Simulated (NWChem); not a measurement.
Species: hydrogen telluride (H₂Te); SMILES [TeH2]

```xyz
3

Te     0.0000     0.0000     0.0434
H      1.1785     0.0000    -1.1297
H     -1.1785     0.0000    -1.1297
```
Atoms are numbered in this order, from 1.

Structure relaxed at the PBE0/def2-SVP level. def2 effective core potentials on Te; no spin-orbit coupling.

Symmetry labels are those of C2v in the frame above (b1 and b2, or b-type labels, depend on it).

Question: List the 6 lowest vertical singlet excitations and the 6 lowest triplet ones from LDA (Slater exchange, VWN5)/def2-SVP with def2 effective core potentials on Te, full TDDFT (NWChem).

Answer: 
| state | energy (eV) | oscillator strength | symmetry | leading excitation (squared amplitude) |
|---|---|---|---|---|
| S1 | 4.21 | 0.000 | a2 | HOMO → LUMO (1.00) |
| S2 | 5.24 | 0.000 | b2 | HOMO → LUMO+1 (1.00) |
| S3 | 7.75 | 0.088 | b1 | HOMO−1 → LUMO (0.85) |
| S4 | 8.10 | 0.060 | a1 | HOMO−1 → LUMO+1 (0.74) |
| S5 | 9.92 | 0.650 | a1 | HOMO−2 → LUMO (0.71) |
| S6 | 10.31 | 0.748 | b1 | HOMO−2 → LUMO+1 (0.84) |
| T1 | 3.74 | spin-forbidden | a2 | HOMO → LUMO (1.00) |
| T2 | 4.60 | spin-forbidden | b2 | HOMO → LUMO+1 (1.00) |
| T3 | 6.22 | spin-forbidden | b1 | HOMO−1 → LUMO (0.98) |
| T4 | 6.99 | spin-forbidden | a1 | HOMO−1 → LUMO+1 (0.64) |
| T5 | 7.72 | spin-forbidden | a1 | HOMO−2 → LUMO (0.64) |
| T6 | 8.53 | spin-forbidden | b1 | HOMO−2 → LUMO+1 (0.98) |
